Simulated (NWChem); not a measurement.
System: C₃H₅NOSi; SMILES O=CC1=NC[SiH2]1

The following NWChem deck was run.

```
start job
memory heap 200 mb stack 900 mb global 1100 mb
geometry units angstroms noautosym nocenter noautoz
  O     -0.452321     2.573362     0.000000
  C      0.476511     1.807822     0.000000
  C      0.312647     0.335253     0.000000
  N      1.331816    -0.456041     0.000000
  C      0.732581    -1.807736     0.000000
  Si    -1.013716    -1.009373     0.000000
  H      1.543188     2.148909     0.000000
  H      1.054711    -2.378751     0.886342
  H      1.054711    -2.378751    -0.886342
  H     -1.862126    -1.157349     1.219293
  H     -1.862126    -1.157349    -1.219293
end
basis spherical
  O library def2-svpd
  C library def2-svpd
  N library def2-svpd
  Si library def2-svpd
  H library def2-svpd
end
dft
  xc b3lyp
  iterations 150
end
property
  response 1 0.0
end
task dft property
```

NWChem printed, in part:

```
             Northwest Computational Chemistry Package (NWChem) 7.3.0
             --------------------------------------------------------

                             Geometry "geometry" -> ""
                             -------------------------

 Output coordinates in angstroms (scale by  1.889725989 to convert to a.u.)

  No.       Tag          Charge          X              Y              Z
 ---- ---------------- ---------- -------------- -------------- --------------
    1 O                    8.0000    -0.45232100     2.57336200     0.00000000
    2 C                    6.0000     0.47651100     1.80782200     0.00000000
    3 C                    6.0000     0.31264700     0.33525300     0.00000000
    4 N                    7.0000     1.33181600    -0.45604100     0.00000000
    5 C                    6.0000     0.73258100    -1.80773600     0.00000000
    6 Si                  14.0000    -1.01371600    -1.00937300     0.00000000
    7 H                    1.0000     1.54318800     2.14890900     0.00000000
    8 H                    1.0000     1.05471100    -2.37875100     0.88634200
    9 H                    1.0000     1.05471100    -2.37875100    -0.88634200
   10 H                    1.0000    -1.86212600    -1.15734900     1.21929300
   11 H                    1.0000    -1.86212600    -1.15734900    -1.21929300

 Effective nuclear repulsion energy (a.u.)     264.7104333162

                              NWChem Property Module
                              ----------------------

                                 NWChem DFT Module
                                 -----------------

 Summary of "ao basis" -> "ao basis" (spherical)
 ------------------------------------------------------------------------------
       Tag                 Description            Shells   Functions and Types
 ---------------- ------------------------------  ------  ---------------------
 O                         def2-svpd                 9       23   4s3p2d
 C                         def2-svpd                 8       20   4s2p2d
 N                         def2-svpd                 8       20   4s2p2d
 Si                        def2-svpd                10       24   5s3p2d
 H                         def2-svpd                 4        8   2s2p

            General Information
            -------------------
          SCF calculation type: DFT
          Wavefunction type:  closed shell.
          No. of atoms     :    11
          No. of electrons :    52
           Alpha electrons :    26
            Beta electrons :    26
          Charge           :     0
          Spin multiplicity:     1
          Use of symmetry is: off; symmetry adaption is: off
          Maximum number of iterations: 150
          AO basis - number of functions:   167
                     number of shells:    71
          Convergence on energy requested:  1.00D-06
          Convergence on density requested:  1.00D-05
          Convergence on gradient requested:  5.00D-04

              XC Information
              --------------
                         B3LYP Method XC Potential
                     Hartree-Fock (Exact) Exchange  0.200
                        Slater Exchange Functional  0.800 local
                    Becke 1988 Exchange Functional  0.720 non-local
              Lee-Yang-Parr Correlation Functional  0.810
                  VWN I RPA Correlation Functional  0.190 local

             Grid Information
             ----------------
          Grid used for XC integration:  medium
          Radial quadrature: Mura-Knowles
          Angular quadrature: Lebedev.
          Tag              B.-S. Rad. Rad. Pts. Rad. Cut. Ang. Pts.
          ---              ---------- --------- --------- ---------
          O                   0.60       49          13.0       434
          C                   0.70       49          13.0       434
          N                   0.65       49          11.0       434
          Si                  1.10       88          12.0       590
          H                   0.35       45          14.0       434
          Grid pruning is: on
          Number of quadrature shells:   558
          Spatial weights used:  Erf1

      Superposition of Atomic Density Guess
      -------------------------------------

 Sum of atomic energies:        -533.04924713

      Non-variational initial energy
      ------------------------------

 Total energy =    -536.170163
 1-e energy   =   -1257.124474
 2-e energy   =     456.243878
 HOMO         =      -0.268565
 LUMO         =      -0.111443

   convergence    iter        energy       DeltaE   RMS-Dens  Diis-err
 ---------------- ----- ----------------- --------- --------- ---------
 d= 0,ls=0.0,diis     1   -536.3588815679 -8.01D+02  1.76D-02  1.05D+00
 d= 0,ls=0.0,diis     2   -536.0670142927  2.92D-01  1.16D-02  4.14D+00
 d= 0,ls=0.0,diis     3   -536.4830255547 -4.16D-01  2.00D-03  5.78D-02
 d= 0,ls=0.0,diis     4   -536.4855201223 -2.49D-03  1.28D-03  3.07D-02
 d= 0,ls=0.0,diis     5   -536.4885517539 -3.03D-03  4.26D-04  5.21D-03
  Resetting Diis
 d= 0,ls=0.0,diis     6   -536.4891366938 -5.85D-04  6.47D-05  9.46D-05
 d= 0,ls=0.0,diis     7   -536.4891478439 -1.12D-05  4.26D-05  7.50D-06
 d= 0,ls=0.0,diis     8   -536.4891466915  1.15D-06  2.31D-05  1.72D-05
 d= 0,ls=0.0,diis     9   -536.4891487721 -2.08D-06  4.64D-06  7.25D-07
 d= 0,ls=0.0,diis    10   -536.4891488461 -7.39D-08  1.05D-06  1.62D-08

         Total DFT energy =     -536.489148846050
      One electron energy =    -1260.654561181327
           Coulomb energy =      513.906950877390
    Exchange-Corr. energy =      -54.451971858334
 Nuclear repulsion energy =      264.710433316220

 Numeric. integr. density =       51.999997891422

                       DFT Final Molecular Orbital Analysis
                       ------------------------------------

 Vector   24  Occ=2.000000D+00  E=-3.312504D-01
              MO Center=  5.6D-01, -2.0D-01,  1.9D-09, r^2= 3.6D+00
   Bfn.  Coefficient  Atom+Function         Bfn.  Coefficient  Atom+Function
  ----- ------------  ---------------      ----- ------------  ---------------
    70     -0.362791   4 N  pz               50      0.334072   3 C  pz
     7     -0.237141   1 O  pz               73      0.231905   4 N  pz
    90     -0.181793   5 C  pz               53      0.175008   3 C  pz
   136     -0.173833   8 H  s               144      0.173833   9 H  s
    10     -0.161010   1 O  pz              137     -0.159793   8 H  s

 Vector   25  Occ=2.000000D+00  E=-2.836288D-01
              MO Center=  1.9D-01,  9.7D-01,  3.9D-09, r^2= 4.7D+00
   Bfn.  Coefficient  Atom+Function         Bfn.  Coefficient  Atom+Function
  ----- ------------  ---------------      ----- ------------  ---------------
     6      0.348635   1 O  py                5      0.293935   1 O  px
    68     -0.273537   4 N  px               27     -0.260632   2 C  s
     9      0.244317   1 O  py               49      0.215603   3 C  py
    67      0.205209   4 N  s                88     -0.202656   5 C  px
    47      0.197126   3 C  s                 8      0.194225   1 O  px

 Vector   26  Occ=2.000000D+00  E=-2.669797D-01
              MO Center=  5.4D-01,  2.3D-01, -3.2D-09, r^2= 4.1D+00
   Bfn.  Coefficient  Atom+Function         Bfn.  Coefficient  Atom+Function
  ----- ------------  ---------------      ----- ------------  ---------------
    67      0.402143   4 N  s                68     -0.365347   4 N  px
    66      0.271000   4 N  s                27      0.222614   2 C  s
     6     -0.218242   1 O  py               48     -0.202404   3 C  px
    71      0.187397   4 N  px               51     -0.172367   3 C  px
     5     -0.167187   1 O  px              112      0.159654   6 Si px

 Vector   27  Occ=0.000000D+00  E=-9.936860D-02
              MO Center=  5.0D-01,  7.9D-01,  2.8D-09, r^2= 3.3D+00
   Bfn.  Coefficient  Atom+Function         Bfn.  Coefficient  Atom+Function
  ----- ------------  ---------------      ----- ------------  ---------------
    70      0.393285   4 N  pz                7     -0.331908   1 O  pz
    30      0.319215   2 C  pz               73     -0.310636   4 N  pz
    10     -0.258413   1 O  pz               50      0.259575   3 C  pz
    53      0.250077   3 C  pz               33      0.220028   2 C  pz
   137      0.095236   8 H  s               145     -0.095236   9 H  s

 Vector   28  Occ=0.000000D+00  E=-2.121876D-02
              MO Center= -1.1D+00, -1.5D+00,  9.9D-09, r^2= 5.0D+00
   Bfn.  Coefficient  Atom+Function         Bfn.  Coefficient  Atom+Function
  ----- ------------  ---------------      ----- ------------  ---------------
    87      1.279513   5 C  s                47     -0.981692   3 C  s
   107     -0.909660   6 Si s               108      0.692596   6 Si s
    46      0.688509   3 C  s               137     -0.541245   8 H  s
   145     -0.541245   9 H  s                27      0.453791   2 C  s
     4     -0.351277   1 O  s               123      0.319960   6 Si d -2

 Vector   29  Occ=0.000000D+00  E=-4.968163D-03
              MO Center=  4.3D-02,  5.2D-01, -4.9D-09, r^2= 4.6D+00
   Bfn.  Coefficient  Atom+Function         Bfn.  Coefficient  Atom+Function
  ----- ------------  ---------------      ----- ------------  ---------------
    30      0.374276   2 C  pz               33      0.269881   2 C  pz
    53     -0.268000   3 C  pz               50     -0.260084   3 C  pz
     7     -0.225445   1 O  pz               70     -0.220611   4 N  pz
    10     -0.197907   1 O  pz               73      0.178309   4 N  pz
    62     -0.155526   3 C  d  1            114     -0.151712   6 Si pz

     Multipole analysis of the density
     ---------------------------------

     L   x y z        total         alpha         beta         nuclear
     -   - - -        -----         -----         ----         -------
     0   0 0 0     -0.000000    -26.000000    -26.000000     52.000000

     1   1 0 0     -0.020088     -0.549477     -0.549477      1.078867
     1   0 1 0     -1.149565     -0.907497     -0.907497      0.665429
     1   0 0 1      0.000000      0.000000      0.000000      0.000000

     2   2 0 0    -34.342849    -97.787798    -97.787798    161.232747
     2   1 1 0      2.918855     -0.722423     -0.722423      4.363701
     2   1 0 1     -0.000000     -0.000000     -0.000000      0.000000
     2   0 2 0    -34.284529   -244.265179   -244.265179    454.245830
     2   0 1 1      0.000000      0.000000      0.000000      0.000000
     2   0 0 2    -31.327333    -23.778116    -23.778116     16.228899

 *** CALLING NEW AORESP DRIVER FOR CLOSED AND OPEN SHELLS ***
 Entering AOResponse driver routine

--------------------------------------------------------------------------------

          -----------------------------------------------
          Solving response equations for perturbing field
          -----------------------------------------------

 number of frequencies:     1
 frequency in a.u.:  0.0000000E+00
 Perturbing field: electric
 Using El. Dipole Length Gauge

 Setting up CPKS with frequency omega =      0.00000000 a.u.

 STATIC response

                                NWChem CPHF Module
                                ------------------

  scftype          =     RHF
  nclosed          =       26
  nopen            =        0
  variables        =     3666
  # of vectors     =        3
  tolerance        = 0.10D-03
  level shift      = 0.00D+00
  max iterations   =       50
  max subspace     =       30

 SCF residual:    6.0526631486400243E-005

Iterative solution of linear equations
  No. of variables     3666
  No. of equations        3
  Maximum subspace       30
        Iterations       50
       Convergence  1.0D-04

   iter   nsub   residual    time
   ----  ------  --------  ---------
     1      3    8.31D+00      40.5
     2      6    4.18D+00      48.2
     3      9    2.85D-01      56.5
     4     12    1.00D-01      64.9
     5     15    5.19D-02      73.4
     6     18    8.91D-03      81.9
     7     21    1.47D-03      90.3
     8     24    2.06D-04      98.8
     9     27    2.29D-05     107.4

 Electric Dipole Response Matrix (nonzero elements):

              1        2        3
    1   78.3281  -2.9985  -0.0000
    2   -2.9985  86.3658   0.0000
    3   -0.0000   0.0000  52.6644

 ------------------------------------------
 average:        72.45277 + I       0.00000

 DFT Linear Response polarizability / au
 Frequency  =       0.0000000 / au
              X              Y              Z
 -----------------------------------------------
 X      78.3281049     -2.9985351     -0.0000000
 Y      -2.9984834     86.3657808      0.0000001
 Z      -0.0000000      0.0000001     52.6644286
 -----------------------------------------------
 Eigenvalues =      77.3327359     87.3611498     52.6644286
 Isotropic   =      72.4527714
 Anisotropic =      30.9269860
 -----------------------------------------------

 Magnetic Dipole Response Matrix (nonzero elements):

 Exiting AOResponse driver routine
```

Level: B3LYP/def2-SVPD. The geometry was optimised at PBE0/def2-SVP.
